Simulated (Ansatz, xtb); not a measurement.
Two isomers of C6H7FSi

Structure X: `Fc1cccc([SiH3])c1`, a singlet. Structure Y: `Fc1ccc([SiH3])cc1`, a singlet. Both are isolated molecules in the gas phase, relaxed with r2SCAN-D4/def2-SVP.

X (Å):

```yaml
atoms:
  - { symbol: C, position_ang: [1.1597, 0.4899, 0.2600] }
  - { symbol: C, position_ang: [1.1191, 0.2709, -1.1155] }
  - { symbol: C, position_ang: [-0.0398, 0.6243, -1.8108] }
  - { symbol: C, position_ang: [-1.1293, 1.1837, -1.1353] }
  - { symbol: C, position_ang: [-1.0820, 1.4004, 0.2551] }
  - { symbol: C, position_ang: [0.0869, 1.0448, 0.9527] }
  - { symbol: F, position_ang: [2.2678, 0.1583, 0.9369] }
  - { symbol: Si, position_ang: [-2.5620, 2.1115, 1.1752] }
  - { symbol: H, position_ang: [1.9874, -0.1649, -1.6159] }
  - { symbol: H, position_ang: [-0.0898, 0.4632, -2.8917] }
  - { symbol: H, position_ang: [-2.0249, 1.4581, -1.7016] }
  - { symbol: H, position_ang: [-2.0968, 3.0076, 2.2758] }
  - { symbol: H, position_ang: [-3.3881, 1.0221, 1.7815] }
  - { symbol: H, position_ang: [-3.4170, 2.8802, 0.2229] }
  - { symbol: H, position_ang: [0.1873, 1.1944, 2.0324] }
```

Y (Å):

```xyz
15

C     1.3565    0.4033    0.5576
C     0.2904   -0.4902    0.4833
C    -0.9616   -0.0065    0.0975
C    -1.1620    1.3528   -0.2139
C    -0.0539    2.2184   -0.1274
C     1.2064    1.7551    0.2564
F     2.5611   -0.0511    0.9238
Si   -2.8610    1.9981   -0.6901
H     0.4549   -1.5436    0.7235
H    -1.7976   -0.7116    0.0353
H    -2.7185    3.1685   -1.6071
H    -3.6338    2.4422    0.5118
H    -3.6393    0.9183   -1.3681
H    -0.1686    3.2809   -0.3682
H     2.0716    2.4195    0.3229
```

Quicker runs give these differences E(Y) − E(X): GFN2-xTB +0.002 eV; HF/STO-3G +0.004 eV (at GFN2-xTB geometries); r2SCAN-D4/def2-SVP//GFN2-xTB −0.010 eV.

Problem. Estimate which is lower in electronic energy at CCSD(T)/def2-SVP + ΔMP2/def2-TZVPP, and by roughly how much.

Solution. CCSD(T)/def2-SVP + ΔMP2/def2-TZVPP gives E(Y) − E(X) = −0.009 eV, slightly favouring structure Y, which is too small a margin to settle the true order.

Level by level:

```tsv
level	geometry	E(Y) − E(X) (eV)	departure from the last row (eV)	job, with rough time for the two
GFN2-xTB	GFN2-xTB	+0.002	+0.011	optimisation, 0.14 s
HF/STO-3G	GFN2-xTB	+0.004	+0.013	single point, 0.52 s
r2SCAN-D4/def2-SVP//GFN2-xTB	GFN2-xTB	−0.010	−0.002	single point, 3.7 s
r2SCAN-D4/def2-SVP	r2SCAN-D4/def2-SVP	−0.010	−0.002	optimisation, 26 s
HF/def2-SVP	r2SCAN-D4/def2-SVP	−0.018	−0.009	part of the CCSD(T) run
MP2/def2-SVP	r2SCAN-D4/def2-SVP	−0.006	+0.002	part of the CCSD(T) run
CCSD(T)/def2-SVP	r2SCAN-D4/def2-SVP	−0.008	+0.001	single point
CCSD(T)/def2-SVP + ΔMP2/def2-TZVPP	r2SCAN-D4/def2-SVP	−0.009		single point, 70 s
```

As drawn, both hold the same kinds of bond in the same numbers.

The largest departure from CCSD(T)/def2-SVP + ΔMP2/def2-TZVPP is that of HF/STO-3G, 0.013 eV. A small imaginary or near-zero mode remains, so no thermal terms are given. The last row adds to CCSD(T) the change of the MP2 difference between the two basis sets, here −0.001 eV.

The correlated steps freeze 12 core orbitals. Run with Ansatz 0.2.0, xtb 6.7.1; the last row on 2 threads of Intel(R) Xeon(R) 6975P-C (Granite Rapids) on a shared host.
